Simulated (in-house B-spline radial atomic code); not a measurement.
Settings and results of a run for Cd²⁺. Method: Dirac-Hartree-Fock, average of configuration, Fermi nucleus of rms radius 4.6087 fm, inside a hard spherical wall at 2.65 bohr. Calculated with a B-spline radial code for spherical atoms.

Command:
```bash
python run_scf.py task.json out
```
Settings (nuclear radius in fm, mass in u):
```
Z                48
configuration    [Kr] 4d10
hamiltonian      dirac
method           hf
spin_polarised   False
nucleus          fermi
rms_radius       4.6087
atomic_mass      113.90336
speed_of_light   137.035999084
wall_radius      2.65
```

Output (hartree, bohr):
```
 radial grid: 60 intervals, B-splines of order 8, outer radius 2.65 bohr

 iter        energy (Eh)    residual
    1       -5590.438602    5.72e-01
    2       -5591.409324    1.18e-01
    3       -5591.742828    2.68e-02
    4       -5591.760818    6.17e-03
    5       -5591.761576    3.23e-03
    6       -5591.761866    1.15e-04
    7       -5591.761866    1.76e-05
    8       -5591.761866    1.54e-06
    9       -5591.761866    2.72e-07

 total energy                     -5591.76187
 kinetic                            5869.3034
 electron-nucleus                 -13559.6789
 electron-electron                  2098.6137

 first-order corrections (not in the total)
   Gaunt                             4.2760
   retardation                      -0.4340
   frequency dependence             -0.0345
   self-energy                       2.8894
   Uehling                          -0.3647
   Wichmann-Kroll                    0.0070

 orbital      occ     eigenvalue          <r>       <r^2>       <1/r>     <1/r^3>       r_max    small
 1s1/2      2.000      -987.6594    0.0303897  0.00124916     50.6425           -     0.01968  3.10e-02
 2s1/2      2.000      -150.0931     0.131062   0.0203179     11.7159           -      0.1112  6.54e-03
 2p1/2      2.000      -139.3137     0.111327   0.0152314     11.6593           -     0.08607  6.51e-03
 2p3/2      4.000      -132.2068     0.116455   0.0165397     10.9296     3740.05     0.09037  6.24e-03
 3s1/2      2.000       -29.6345     0.356264    0.145248     4.12455           -      0.3231  1.87e-03
 3p1/2      2.000       -25.2696     0.348295    0.140987     4.02181           -      0.3103  1.80e-03
 3p3/2      4.000       -23.9620       0.3589    0.149512     3.84738     685.374        0.32  1.73e-03
 3d3/2      4.000       -16.3174     0.331732    0.130804     3.67426     105.345      0.2645  1.61e-03
 3d5/2      6.000       -16.0557     0.335178     0.13339     3.62865     98.9986      0.2673  1.58e-03
 4s1/2      2.000        -5.1479     0.891818    0.899176     1.53888           -      0.8011  4.45e-04
 4p1/2      2.000        -3.6942      0.95018     1.02757     1.42237           -      0.8368  3.91e-04
 4p3/2      4.000        -3.4756     0.976873     1.08477     1.37224     106.453      0.8606  3.73e-04
 4d3/2      4.000        -1.1520      1.14495     1.49447     1.12521     11.4458      0.9782  2.64e-04
 4d5/2      6.000        -1.1223      1.15449     1.51759      1.1131     10.6777      0.9888  2.60e-04
```

Time taken, with all properties: 0.52 s on 1 thread of Arm Neoverse V1, with other jobs on the host.

For the Dirac Hamiltonian the kinetic term is c α·p + (β - 1)c².
